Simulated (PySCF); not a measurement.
Bonds (- single, = double, # triple, : aromatic): C1-N2, N2-Si3, N2-C4, C4-C5, C5#C6, C6-C7, C7=O8, C7-O9. C1 carries H10, H11, H12; Si3 carries H13, H14, H15; C4 carries H16, H17; O9 carries H18.

Theoretical values (PySCF): PBE0/pcSseg-1 with gauge-including orbitals, structure optimised with GFN2-xTB. Fast rotation and ring inversion assumed for equivalent nuclei, no relativistic terms, one computed conformer, no solvent model.

References, each an isolated molecule treated in the same way: 13C (σ = 186.93 ppm) and 1H (σ = 31.72 ppm) and 29Si (σ = 349.16 ppm) vs TMS; NH3 for 15N (σ = 267.73 ppm); 17O (σ = 336.08 ppm) against H2O.

| atoms | nucleus | count | Hirshfeld charge | δ (ppm) |
| --- | --- | --- | --- | --- |
| O9 | 17O | 1 | -0.17 | 216.9 |
| H13/H14/H15 | 1H | 3 | -0.08 | 4.64 |
| O8 | 17O | 1 | -0.26 | ? |
| C1 | 13C | 1 | -0.07 | 39.6 |
| H18 | 1H | 1 | 0.19 | 6.24 |
| C5 | 13C | 1 | 0.00 | 95.9 |
| H16/H17 | 1H | 2 | 0.06 | 3.86 |
| C6 | 13C | 1 | -0.07 | ? |
| H10/H11/H12 | 1H | 3 | 0.04 | 2.77 |
| C7 | 13C | 1 | 0.21 | ? |
| N2 | 15N | 1 | -0.17 | 20.6 |
| Si3 | 29Si | 1 | 0.35 | ? |
| C4 | 13C | 1 | 0.00 | 45.4 |

Fill in the missing shifts.

## Answers


- C7: 158.0 ppm, carboxylic acid carbon; it is a carbonyl in resonance with an O or N lone pair, the region of acids, esters and amides
- C6: 82.3 ppm, alkyne carbon; the triple bond shields along its axis, which puts it between sp3 and sp2 carbons
- Si3: -44.4 ppm, silicon bonded to N, 3 H
- O8: 452.7 ppm, carbonyl oxygen

OH and NH positions are those of a molecule without intermolecular hydrogen bonds; in solution they move with solvent, concentration and temperature, and exchange usually removes their couplings. Shifts are as computed. Against solution values, carbons near 30 ppm lie about +3 ppm off and those near 130 ppm about +5 ppm. Of 1309 compounds with measured shifts, 239 miss one by over three times the rms of a fit or turn the order of signals round; such compounds aren't used in these exercises. In solution the two oxygens of a carboxylic acid exchange roles by proton transfer and give one 17O line. Hydrogen bonding in solution shields acid and N–H amide carbonyl oxygens by tens of ppm. Hydrogen bonding in solution deshields acid and N–H amide carbonyl carbons by as much as 10 ppm beyond these values. Unscaled 17O shifts of doubly bonded oxygen tend to come out too high, by tens of ppm or more. Experimental scales use liquid or dissolved standards, which lie at an offset from isolated NH3 (liquid NH3: subtract about 20 ppm) and H2O (liquid H2O: subtract about 36 ppm).
